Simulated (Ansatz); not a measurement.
A search over several starts for the lowest SCF solution of the cluster Si2Au4⁻ at the given spin, in a small basis.

```yaml
crystal:
  periodic: [false, false, false]
  atoms:
    - {symbol: Au, position_ang: [1.508965, 0.904798, -2.470203]}
    - {symbol: Au, position_ang: [-1.727644, -3.074807, -1.910858]}
    - {symbol: Au, position_ang: [0.461969, 0.605834, 0.010580]}
    - {symbol: Au, position_ang: [-0.137740, -1.090222, -2.116687]}
    - {symbol: Si, position_ang: [-0.202180, 1.579584, 4.280506]}
    - {symbol: Si, position_ang: [0.096631, 1.074813, 2.206662]}
basis:
  gaussian: {orbitals: def2-SVP, initial_orbitals: start.molden}
total_charge: -1
magnetization: {spin_polarized: true, initial_magnetization: 1}
hamiltonian: {xc: pbe, dispersion: d4}
output: {orbitals: {seedname: orbitals}}
```

The file start.molden holds the orbitals of an earlier run on this structure, at another level or in another basis.

```sh
$ ansatz run in.yaml --threads 4 --pin off --events-out ev --progress --plain --max-ram 4787MiB
```

It prints (some lines left out):

```
Functional definition: PBE
  name "PBE"
  cite "Perdew, Burke & Ernzerhof, Phys. Rev. Lett. 77, 3865 (1996) doi:10.1103/PhysRevLett.77.3865"
  parent pbe
  parameter kappa = 0.804
  parameter beta = 0.06672455060314922
  exchange = pbe_x(kappa = kappa, mu = beta*pi^2/3)
  correlation = pbe_c(beta = beta)
1672 factors; their error is unknown
mean field evaluation 1: about -30484.3496 eV, gradient 2.7e2 eV
mean field evaluation 2: about -30499.9949 eV, gradient 2.6e1 eV
mean field evaluation 4: about -30518.9325 eV, gradient 1.0e1 eV
mean field evaluation 8: about -30524.5730 eV, gradient 1.7e-1 eV
mean field evaluation 16: about -30524.5180 eV, gradient 1.8e-2 eV
mean field evaluation 32: about -30494.6023 eV, gradient 4.8e1 eV
mean field evaluation 64: about -30524.5170 eV, gradient 2.9e-2 eV
mean field evaluation 96: about -30522.7059 eV, gradient 2.1e0 eV
mean field evaluation 128: about -30524.5180 eV, gradient 8.9e-2 eV
mean field -30524.51805104 eV, -1121.7553481144 hartree, gradient 7.7e-6 eV, S^2 0.753389; 9 other end points of the search recorded, 0 dependent functions left out
reference -30524.51809858 eV, -1121.7553498613 hartree; 53, 52 occupied and 111, 112 virtual orbitals, 1672 factors
Total energy: -30524.92000969 eV, -1121.7701198222 hartree
```

Run time 50 s (4 threads of Arm Neoverse V1 on a shared host), peak host memory 0.58 GiB.

In the def2 sets Au takes a core potential; there is no spin–orbit coupling. Another isomer (doublet) lies 1.47 eV lower at PBE0-D4/def2-TZVPD; other spin states weren't run for this one.
